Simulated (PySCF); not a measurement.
Te(OMe)(SMe) (C2H6OSTe), SMILES CO[Te]SC.

Geometry: PBE0-D3(BJ)/def2-SVP. This is a generated structure with no PubChem entry under its InChIKey; it may be hypothetical. The def2 effective core potentials stand for the cores of Te; spin–orbit coupling is left out. One conformer was computed; it need not be the lowest.

Calculation: PySCF with CAM-B3LYP/def2-TZVP.

The molecule is in vacuum.

- total energy: -821.27107 hartree
- highest occupied level: -7.59 eV
- lowest empty level: -0.54 eV
- orbital gap: 7.05 eV
- dipole moment: 0.82 D
- quadrupole, principal values (traceless, Buckingham form, about the centre of nuclear charge): -9.56, 2.54, 7.02 D·Å
- mean static polarisability: 86.5 bohr³ (12.82 Å³)
- polarisability, principal values: 68.5, 80.9, 110.1 bohr³
